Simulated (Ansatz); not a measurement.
Program: Ansatz. Geometries: PBE0-D4/def2-TZVP. ΔE: electronic, gas phase. CCSD(T)/CBS adds triple-zeta CCSD(T) − MP2 to the extrapolated MP2 energy (def2 sets, frozen cores). This one scheme is used for every species. DFT in def2-TZVPP. B3LYP here is the variant with VWN-RPA as its local correlation; programs differ in this. HSE06 is defined as in plane-wave codes. Elements past krypton have def2 core potentials. For Se, Te outer-core shells are correlated without core-valence functions, which leaves a few kJ/mol of doubt a bond. Scalar relativity is left out up to krypton. One conformer a species, not always the lowest.

`[SeH][SiH2][TeH]` + `C=CCl` → `C=C(Cl)[TeH]` + `[SiH3][SeH]`  (formal exchange of groups at a Te–Si bond)

**Question.** Is it downhill or uphill in electronic energy at CCSD(T)/CBS, and by how much? (Estimate.)

**Answer.** Ansatz gave: Uphill: ΔE = +100.0 kJ/mol.

**Question.** What do these levels give: LDA (SPW92), B97M-V, B3LYP-D4, HSE06-D4, ωB97M-V, BLYP, HSE06, CAM-B3LYP, LC-ωPBE, RPA@PBE/def2-TZVPP, HF/def2-SVP, MP2/def2-TZVPP? (Estimate.)

**Answer.** Ansatz gave: LDA (SPW92) 101.0, B97M-V 98.7, B3LYP-D4 99.8, HSE06-D4 107.6, ωB97M-V 101.7, BLYP 96.0, HSE06 107.9, CAM-B3LYP 100.2, LC-ωPBE 105.5, RPA@PBE/def2-TZVPP 88.4, HF/def2-SVP 114.4, MP2/def2-TZVPP 96.4 kJ/mol.

**Question.** What do rigid-rotor, harmonic-oscillator terms from PBE0-D4/def2-TZVP frequencies (298.15 K, 1 bar) make of the CCSD(T)/CBS value? (Best estimate.)

**Answer.** Computed: ΔZPE = -7.8 kJ/mol, ΔH = +91.8 kJ/mol, ΔS = -5 J/(mol·K), ΔG = +93.3 kJ/mol.

Largest T1 diagnostic among the species: 0.011.

Leaving LDA and LC-ωPBE aside and taking each functional with its dispersion term where it has one, the values, not all of them listed here, spread over 15.2 kJ/mol, from BLYP-D4 to r2SCAN0-D4. In def2-TZVPP, CCSD(T) changes the Hartree–Fock value by −13.6 kJ/mol (the triples alone add −2.7 kJ/mol) and MP2 by −13.3 kJ/mol.
